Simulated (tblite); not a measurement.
Compound: C3H8OSSi.
Geometry (GFN2-xTB, Å), atoms numbered from 1 in this order:
```xyz
14
C3H8OSSi angstrom
C     -2.344    0.064   -0.021
Si    -1.045   -1.085    0.742
O      0.486   -0.626    0.269
C      1.159    0.460    0.560
C      2.521    0.536   -0.050
S      0.573    1.629    1.530
H     -2.202    0.164   -1.095
H     -3.346   -0.318    0.146
H     -2.292    1.061    0.411
H     -1.106   -1.096    2.199
H     -0.995   -2.412    0.142
H      2.874    1.562   -0.061
H      2.503    0.127   -1.059
H      3.211   -0.066    0.544
```

Level: GFN2-xTB in tblite, geometry and Hessian alike; calculated harmonic values, unscaled, isolated species. The method is semi-empirical: single wavenumbers can be off by several per cent or more. Modes of hydrogen on silicon can be 10 to 20 % off. One conformer, not necessarily the lowest.

Harmonic wavenumbers (cm⁻¹): 45.9, 50.8, 84.2, 107.2, 124.2, 217.9, 314.3, 444.4, 474.5, 476.8, 600.4, 670.4, 705.3, 757.6, 772.4, 827.1, 835.8, 848.2, 985.8, 1020.5, 1220.4, 1313.9, 1368.5, 1374.5, 1442.8, 1450.1, 1469.8, 1475.2, 2292.2, 2320.2, 2990.3, 3022.1, 3022.4, 3031.8, 3055.1, 3059.4.

A = 3614, B = 1552, C = 1248 MHz; mass 120.007 u (most abundant isotopes); point group C1, symmetry number 1.

Q: What is the zero-point energy?

A: Half the sum of the wavenumbers: 22136 cm⁻¹ = 63.29 kcal/mol.

Q: What is S at 500 K and 1 bar for an ideal gas of classical rigid rotors and harmonic oscillators?

A: Translation 42.86, rotation 29.76, vibration 43.85: S = 116.5 cal/(mol K).

Q: And Cp and H(500 K) − H(0)?

A: Cp = 44.98 cal/(mol K), of which vibrations give 37.03 (their classical limit is 36 R = 71.5); H(500 K) − H(0) = 14.35 kcal/mol without the zero-point energy, 10.37 from vibrations.

Q: What must be added to the electronic energy to get the Gibbs energy at 500 K and 1 bar?

A: ZPE + [H(500 K) − H(0)] − T·S = 63.29 + 14.35 − 58.24 = 19.40 kcal/mol.

Q: Which modes carry the vibrational entropy at 500 K?

A: 45.9 cm⁻¹: 6.01; 50.8 cm⁻¹: 5.81; 84.2 cm⁻¹: 4.81; 107.2 cm⁻¹: 4.33; 124.2 cm⁻¹: 4.04; 217.9 cm⁻¹: 2.95 cal/(mol K); the other 30 give 15.90 together.

Q: How do the functions run with temperature in this model?

A: 
```json
{"T (K)": "150", "S (cal/(mol K))": "78.1", "Cp (cal/(mol K))": "21.8", "H − H(0) (kcal/mol)": "2.38", "G − H(0) (kcal/mol)": "-9.34", "ln q(vib)": "3.61"}
{"T (K)": "250", "S (cal/(mol K))": "91.0", "Cp (cal/(mol K))": "29.3", "H − H(0) (kcal/mol)": "4.93", "G − H(0) (kcal/mol)": "-17.82", "ln q(vib)": "6.10"}
{"T (K)": "298.15", "S (cal/(mol K))": "96.4", "Cp (cal/(mol K))": "32.8", "H − H(0) (kcal/mol)": "6.42", "G − H(0) (kcal/mol)": "-22.33", "ln q(vib)": "7.22"}
{"T (K)": "400", "S (cal/(mol K))": "107.0", "Cp (cal/(mol K))": "39.5", "H − H(0) (kcal/mol)": "10.11", "G − H(0) (kcal/mol)": "-32.70", "ln q(vib)": "9.49"}
{"T (K)": "600", "S (cal/(mol K))": "125.1", "Cp (cal/(mol K))": "49.5", "H − H(0) (kcal/mol)": "19.08", "G − H(0) (kcal/mol)": "-55.97", "ln q(vib)": "13.67"}
{"T (K)": "900", "S (cal/(mol K))": "147.1", "Cp (cal/(mol K))": "59.2", "H − H(0) (kcal/mol)": "35.49", "G − H(0) (kcal/mol)": "-96.93", "ln q(vib)": "19.30"}
```

q(vib) and H(0) count from the zero-point level.

Q: Blend soft modes into free rotors: weight 1/[1 + (100 cm⁻¹/ν̃)⁴] for the oscillator and the rest for a rotor with moment μB/(μ + B), μ = h/(8π²ν), B = 10⁻⁴⁴ kg m². What vibrational entropy results?

A: 38.84 cal/(mol K) in place of 43.85, which changes −T·S at 500 K by +2.51 kcal/mol.

Hindered rotation and anharmonicity are outside this model. Other conformers, if any are populated, would add a mixing term that is left out. The structure is chiral; the term R ln 2 for an equal mix with its mirror image is left out.
